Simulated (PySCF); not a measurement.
C4H12O2Si (SMILES CC[Si](O)(O)CC), singlet, at a GFN2-xTB geometry; CASSCF(6,6)/STO-3G (PySCF).

Here is a job for PySCF.
```python
from pyscf import gto, scf, mcscf
import numpy

mol = gto.Mole()
mol.atom = '''
    C     2.804446   -0.422334   -0.358451
    C     1.430524   -1.009412   -0.667531
    Si    0.007410    0.039795    0.030328
    O     0.055718    1.596970   -0.475990
    O     0.231189   -0.056110    1.650269
    C    -1.719085   -0.540331   -0.513517
    C    -2.844400    0.207754    0.194922
    H     2.918666    0.556230   -0.820995
    H     3.596399   -1.067911   -0.734630
    H     2.932472   -0.311568    0.715019
    H     1.381527   -2.016132   -0.255848
    H     1.322990   -1.110088   -1.747820
    H     0.847696    2.116797   -0.362805
    H    -0.387079    0.356989    2.248060
    H    -1.831938   -0.402841   -1.587635
    H    -1.829159   -1.608340   -0.323875
    H    -2.752811    1.276456    0.020315
    H    -2.809397    0.030612    1.268223
    H    -3.817267   -0.118282   -0.169360
'''
mol.basis = 'sto-3g'
mol.charge = 0
mol.spin = 0
mol.verbose = 4
mol.build()

mf = scf.RHF(mol)
mf.kernel()
mc = mcscf.CASSCF(mf, 6, 6)
mc.fix_spin_(ss=0.0)
mc.kernel()
occ = numpy.linalg.eigvalsh(mc.fcisolver.make_rdm1(mc.ci, mc.ncas, mc.nelecas))[::-1]
ss = mc.fcisolver.spin_square(mc.ci, mc.ncas, mc.nelecas)[0]
print('natural occupations', occ.round(4), ' <S^2>', round(ss, 4))
```

Output, abridged:

```
PySCF version 2.14.0

[INPUT] verbose = 4
[INPUT] num. atoms = 19
[INPUT] num. electrons = 66
[INPUT] charge = 0
[INPUT] spin (= nelec alpha-beta = 2S) = 0
[INPUT] symmetry False subgroup None
[INPUT] Mole.unit = angstrom
[INPUT] Symbol           X                Y                Z      unit          X                Y                Z       unit  Magmom
[...]
nuclear repulsion = 413.844316826405
number of shells = 35
number of NR pGTOs = 153
number of NR cGTOs = 51
basis = sto-3g
ecp = {}

******** <class 'pyscf.scf.hf.RHF'> ********
method = RHF
initial guess = minao
damping factor = 0
level_shift factor = 0
DIIS = <class 'pyscf.scf.diis.CDIIS'>
diis_start_cycle = 1
diis_space = 8
diis_damp = 0
SCF conv_tol = 1e-09
SCF conv_tol_grad = None
SCF max_cycles = 50
direct_scf = True
direct_scf_tol = 1e-13
Set gradient conv threshold to 3.16228e-05
Initial guess from minao.
init E= -590.831355977559
[...]
cycle= 1 E= -589.846114808729  delta_E= 0.985  |g|= 0.578  |ddm|= 4.98
[...]
cycle= 2 E= -589.970642460666  delta_E= -0.125  |g|= 0.114  |ddm|= 0.981
[...]
cycle= 3 E= -589.975405431213  delta_E= -0.00476  |g|= 0.0254  |ddm|= 0.188
[...]
cycle= 4 E= -589.975747188099  delta_E= -0.000342  |g|= 0.00434  |ddm|= 0.0581
[...]
cycle= 5 E= -589.97575739707  delta_E= -1.02e-05  |g|= 0.00111  |ddm|= 0.00993
[...]
cycle= 6 E= -589.975758262327  delta_E= -8.65e-07  |g|= 0.000287  |ddm|= 0.00298
[...]
cycle= 7 E= -589.975758329279  delta_E= -6.7e-08  |g|= 4.83e-05  |ddm|= 0.000984
[...]
cycle= 8 E= -589.975758331131  delta_E= -1.85e-09  |g|= 9.44e-06  |ddm|= 0.000161
[...]
cycle= 9 E= -589.975758331197  delta_E= -6.62e-11  |g|= 2.21e-06  |ddm|= 2.83e-05
[...]
Extra cycle  E= -589.975758331197  delta_E= -4.55e-13  |g|= 8.61e-07  |ddm|= 4.62e-06
converged SCF energy = -589.975758331197

******** <class 'pyscf.mcscf.mc1step.CASSCF'> ********
CAS (3e+3e, 6o), ncore = 30, nvir = 15
max_cycle_macro = 50
max_cycle_micro = 4
conv_tol = 1e-07
conv_tol_grad = None
orbital rotation max_stepsize = 0.02
orbital rotation threshold for CI restart = 0.01
augmented hessian ah_max_cycle = 30
augmented hessian ah_conv_tol = 1e-12
augmented hessian ah_linear dependence = 1e-14
augmented hessian ah_level shift = 1e-08
augmented hessian ah_start_tol = 2.5
augmented hessian ah_start_cycle = 3
augmented hessian ah_grad_trust_region = 3
kf_trust_region = 3
kf_interval = 4
ci_response_space = 4
ci_grad_trust_region = 3
with_dep4 0
natorb = False
canonicalization = True
sorting_mo_energy = False
ao2mo_level = 2
internal_rotation = False
******** <class 'pyscf.fci.addons.SpinPenaltyFCISolver'> ********
max. cycles = 50
conv_tol = 1e-08
davidson only = True
linear dependence = 1e-12
level shift = 0.001
max iter space = 12
nroots = 1
pspace_size = 400
spin = None
CASCI E = -589.982913576057  S^2 = 0.0000000
Set conv_tol_grad to 0.000316228
macro iter   1 ( 21 JK    4 micro), CASSCF E = -589.992192225272  dE = -9.27864922e-03  S^2 = 0.0000000
               |grad[o]|=0.0171  |grad[c]|=0.0807  |ddm|=0.0282  |maxRot[o]|=0.236
macro iter   2 ( 21 JK    4 micro), CASSCF E = -589.999549473668  dE = -7.35724840e-03  S^2 = 0.0000000
               |grad[o]|=0.0169  |grad[c]|=0.0683  |ddm|=0.0125  |maxRot[o]|=0.273
macro iter   3 ( 21 JK    4 micro), CASSCF E = -590.001931728702  dE = -2.38225503e-03  S^2 = 0.0000000
               |grad[o]|=0.0125  |grad[c]|=0.0758  |ddm|=0.0253  |maxRot[o]|=0.139
macro iter   4 ( 21 JK    4 micro), CASSCF E = -590.003845891723  dE = -1.91416302e-03  S^2 = 0.0000000
               |grad[o]|=0.00972  |grad[c]|=0.0128  |ddm|=0.00365  |maxRot[o]|=0.127
macro iter   5 ( 21 JK    4 micro), CASSCF E = -590.005030939642  dE = -1.18504792e-03  S^2 = 0.0000000
               |grad[o]|=0.00665  |grad[c]|=0.00986  |ddm|=0.00356  |maxRot[o]|= 0.19
macro iter   6 ( 21 JK    4 micro), CASSCF E = -590.006097611908  dE = -1.06667227e-03  S^2 = 0.0000000
               |grad[o]|=0.00471  |grad[c]|=0.00911  |ddm|=0.00322  |maxRot[o]|=0.173
macro iter   7 (  7 JK    2 micro), CASSCF E = -590.007149667160  dE = -1.05205525e-03  S^2 = 0.0000000
               |grad[o]|=0.00425  |grad[c]|=0.0134  |ddm|=0.0119  |maxRot[o]|=0.0681
macro iter   8 (  7 JK    2 micro), CASSCF E = -590.009260812726  dE = -2.11114557e-03  S^2 = 0.0000000
               |grad[o]|=0.00554  |grad[c]|=0.0155  |ddm|=0.0159  |maxRot[o]|=0.0696
macro iter   9 ( 21 JK    4 micro), CASSCF E = -590.016921338834  dE = -7.66052611e-03  S^2 = 0.0000000
               |grad[o]|=0.00844  |grad[c]|=0.0376  |ddm|=0.037  |maxRot[o]|= 0.19
macro iter  10 ( 21 JK    4 micro), CASSCF E = -590.021125775101  dE = -4.20443627e-03  S^2 = 0.0000000
               |grad[o]|=0.0147  |grad[c]|=0.0237  |ddm|=0.00842  |maxRot[o]|=0.0903
macro iter  11 ( 21 JK    4 micro), CASSCF E = -590.022694919769  dE = -1.56914467e-03  S^2 = 0.0000000
               |grad[o]|=0.0115  |grad[c]|=0.0132  |ddm|=0.00519  |maxRot[o]|=0.0612
macro iter  12 (  7 JK    2 micro), CASSCF E = -590.025005578372  dE = -2.31065860e-03  S^2 = 0.0000000
               |grad[o]|=0.00964  |grad[c]|=0.00531  |ddm|=0.00584  |maxRot[o]|=0.0697
macro iter  13 ( 19 JK    4 micro), CASSCF E = -590.023714896006  dE =  1.29068237e-03  S^2 = 0.0000000
               |grad[o]|=0.00541  |grad[c]|=0.0261  |ddm|=0.0101  |maxRot[o]|=0.123
macro iter  14 ( 21 JK    4 micro), CASSCF E = -590.024662691969  dE = -9.47795964e-04  S^2 = 0.0000000
               |grad[o]|=0.00684  |grad[c]|=0.00419  |ddm|=0.00227  |maxRot[o]|=0.0697
macro iter  15 ( 21 JK    4 micro), CASSCF E = -590.024928907750  dE = -2.66215780e-04  S^2 = 0.0000000
               |grad[o]|=0.00466  |grad[c]|=0.00671  |ddm|=0.00242  |maxRot[o]|=0.0458
macro iter  16 (  7 JK    2 micro), CASSCF E = -590.025484633762  dE = -5.55726012e-04  S^2 = 0.0000000
               |grad[o]|=0.00385  |grad[c]|=0.0046  |ddm|=0.00335  |maxRot[o]|=0.0517
macro iter  17 (  6 JK    2 micro), CASSCF E = -590.025713980112  dE = -2.29346350e-04  S^2 = 0.0000000
               |grad[o]|=0.00235  |grad[c]|=0.00388  |ddm|=0.00238  |maxRot[o]|=0.043
macro iter  18 ( 12 JK    4 micro), CASSCF E = -590.025674459339  dE =  3.95207732e-05  S^2 = 0.0000000
               |grad[o]|=0.00114  |grad[c]|=0.00212  |ddm|=0.00146  |maxRot[o]|=0.0164
macro iter  19 ( 20 JK    4 micro), CASSCF E = -590.025695285624  dE = -2.08262850e-05  S^2 = 0.0000000
               |grad[o]|=0.00119  |grad[c]|=0.00204  |ddm|=0.000677  |maxRot[o]|=0.0139
macro iter  20 ( 15 JK    4 micro), CASSCF E = -590.025703747326  dE = -8.46170269e-06  S^2 = 0.0000000
               |grad[o]|=0.000931  |grad[c]|=0.00248  |ddm|=0.000766  |maxRot[o]|=0.00875
macro iter  21 ( 13 JK    4 micro), CASSCF E = -590.025744183185  dE = -4.04358591e-05  S^2 = 0.0000000
               |grad[o]|=0.000879  |grad[c]|=0.00192  |ddm|=0.00024  |maxRot[o]|= 0.02
macro iter  22 (  9 JK    3 micro), CASSCF E = -590.025748465866  dE = -4.28268027e-06  S^2 = 0.0000000
               |grad[o]|=0.000287  |grad[c]|=0.000296  |ddm|=0.000309  |maxRot[o]|=0.00819
macro iter  23 (  3 JK    1 micro), CASSCF E = -590.025748590568  dE = -1.24701955e-07  S^2 = 0.0000000
               |grad[o]|=5.63e-05  |grad[c]|=0.00014  |ddm|=4.96e-05  |maxRot[o]|=0.00133
macro iter  24 (  1 JK    1 micro), CASSCF E = -590.025748590648  dE = -8.00355338e-11  S^2 = 0.0000000
               |grad[o]|=1.9e-05  |grad[c]|=1.17e-05  |ddm|=6.62e-06  |maxRot[o]|=    0
1-step CASSCF converged in  24 macro (357 JK  79 micro) steps
CASSCF canonicalization
Density matrix diagonal elements [1.97945308 1.98502479 1.97767469 0.02159647 0.01280314 0.02344783]
CASSCF energy = -590.025748590648
CASCI E = -590.025748590648  E(CI) = -9.93545625862669  S^2 = 0.0000000
natural occupations [1.9859 1.9804 1.9763 0.024  0.0209 0.0125]  <S^2> 0.0
```
